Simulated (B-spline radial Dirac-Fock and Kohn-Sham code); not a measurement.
**K-line shifts caused by a second vacancy in Sc²⁺**

System: the Sc²⁺ ion in the configuration [Ar] 3d1, inside a Watson sphere of charge -2 and radius 1.8 Å (a model of the Madelung potential; inside it an electron's potential energy is raised by 16.0 eV).

Method: Dirac-Fock ΔSCF + Breit + QED. Computed with a B-spline atomic structure program. Each two-hole energy is an average over J within one jj subconfiguration, not an observable level; in light atoms, where LS coupling holds, the j-resolved values are not observed lines, and for a K spectator the Kα1 hypersatellite is nearly forbidden. Correlation energy is missing from these numbers.

Lines without a spectator: Kα2 (K-L2) 4085.3 eV, Kα1 (K-L3) 4089.8 eV, Kβ3 (K-M2) 4461.1 eV, Kβ1 (K-M3) 4461.6 eV. Shifts in eV with one spectator hole (a dash: not computed, or left out as unreliable):

| spectator hole | Kα2 | Kα1 | Kβ3 | Kβ1 |
| --- | --- | --- | --- | --- |
| K (1s) | +215.9 | +216.9 | +269.4 | +269.5 |
| L2 (2p1/2) | +17.86 | +22.04 | – | +54.8 |
| L3 (2p3/2) | +21.04 | +19.96 | +53.7 | – |
| M2 (3p1/2) | – | +1.24 | +4.71 | +5.89 |
| M3 (3p3/2) | +1.16 | – | +5.72 | +5.38 |

With n spectator holes in 2p, averaged over the 2p shell (energies in eV):

| n | KαLⁿ | step | hypersatellite KαʰLⁿ |
| --- | --- | --- | --- |
| 0 | 4088.2 | – | 4304.8 |
| 1 | 4108.9 | +20.7 | 4326.8 |
| 2 | 4130.9 | +21.9 | 4350.0 |
| 3 | 4154.1 | +23.2 | 4374.6 |
| 4 | 4178.7 | +24.6 | 4400.5 |
| 5 | 4204.5 | +25.9 | 4427.6 |
